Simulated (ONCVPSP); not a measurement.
**What the settings do to the ONCV potential of O**

Base potential:

* Element: oxygen (O)
* Generator: ONCVPSP 4.0.1
* Type: optimised norm-conserving Vanderbilt (ONCV)
* Functional: LDA (Perdew-Wang 92)
* Relativity: scalar-relativistic
* Frozen core: [He]
* Valence charge: 6
* Reference configuration: 2s2 2p3.5 (charge +0.5)
* Partial waves: 2s: rc 0.90 bohr, ncon 4, nbas 9, qcut 9.1 1/bohr, 2 projectors, debl 1.7 Ha; 2p: rc 1.25 bohr, ncon 3, nbas 6, qcut 10.8 1/bohr, 2 projectors, debl 0.5 Ha
* Local potential: polynomial inside 0.85 bohr (lpopt 4, dvloc0 2 Ha)
* Core correction: Teter function, parameters optimised by the program

In the p channel the program set the typed energies aside and used -0.604, 0.250 Ha.

Cutoffs, loose and tight: the cutoffs (Ha) at which the residual kinetic energy of the hardest occupied pseudo-wave falls to 1 and 0.1 mHa per electron. They do not see the model core or the augmentation charge, which bear on the density cutoff. Test errors are all-electron minus pseudo excitation energies from the reference, over the configurations 2s2 2p4; 2s2 2p3; 2s2 2p2; 2s2 2p1. A dash means not determined; rows that change the core or the reference have their own tests.

| change | outcome | cutoff, loose | cutoff, tight | bound ghosts | GHOST(+) flags above zero | largest test error (meV) |
| --- | --- | --- | --- | --- | --- | --- |
| base | generated, projector energies reset by the program | 39 Ha | 73 Ha | none | none | +294 |
| all radii but the core radius scaled by about 0.78 (s 0.70, p 0.98 bohr); local potential polynomial inside 0.66 bohr (lpopt 4, dvloc0 2 Ha) | generated, projector energies reset by the program | 47 Ha | 117 Ha | none | none | +100 |
| all radii but the core radius scaled by about 0.87 (s 0.78, p 1.08 bohr); local potential polynomial inside 0.74 bohr (lpopt 4, dvloc0 2 Ha) | generated, projector energies reset by the program | 43 Ha | 151 Ha | none | none | +165 |
| all radii but the core radius scaled by about 0.95 (s 0.86, p 1.18 bohr); local potential polynomial inside 0.80 bohr (lpopt 4, dvloc0 2 Ha) | generated, projector energies reset by the program | 41 Ha | 111 Ha | none | none | +243 |
| all radii but the core radius scaled by about 1.10 (s 0.98, p 1.38 bohr); local potential polynomial inside 0.94 bohr (lpopt 4, dvloc0 2 Ha) | generated, projector energies reset by the program | 37 Ha | 44 Ha | none | none | +395 |
| all radii but the core radius scaled by about 1.16 (s 1.04, p 1.46 bohr); local potential polynomial inside 0.98 bohr (lpopt 4, dvloc0 2 Ha) | generated, projector energies reset by the program | 34 Ha | 41 Ha | none | none | +525 |

What comes out with this change to the base: all radii but the core radius scaled by about 1.23 (s 1.10, p 1.54 bohr); local potential polynomial inside 1.04 bohr (lpopt 4, dvloc0 2 Ha)?

outcome: generated, projector energies reset by the program; cutoff, loose: 31 Ha; cutoff, tight: 37 Ha; bound ghosts: none; GHOST(+) flags above zero: none; largest test error (meV): +667.

What comes out with this change to the base: all radii but the core radius scaled by about 1.31 (s 1.18, p 1.64 bohr); local potential polynomial inside 1.12 bohr (lpopt 4, dvloc0 2 Ha)?

outcome: generated, projector energies reset by the program; cutoff, loose: 29 Ha; cutoff, tight: 34 Ha; bound ghosts: none; GHOST(+) flags above zero: none; largest test error (meV): +827.

Reading the sweep of the scale of all radii but the core radius (base = 1) (base included, trends over the rows without a ghost): The loose cutoff falls from 47 Ha at 0.78 to 29 Ha at 1.31. A larger radius leaves more room for a smooth pseudo-wave, so fewer plane waves are needed; a smaller one forces it to follow the all-electron wave where it bends sharply. The median size of the test errors (rows with all tests solved) rises from 9.7 meV at 0.78 to 98.5 meV at 1.31. More of the atom is replaced by a form fitted at one configuration, so other configurations suffer as the radius grows.
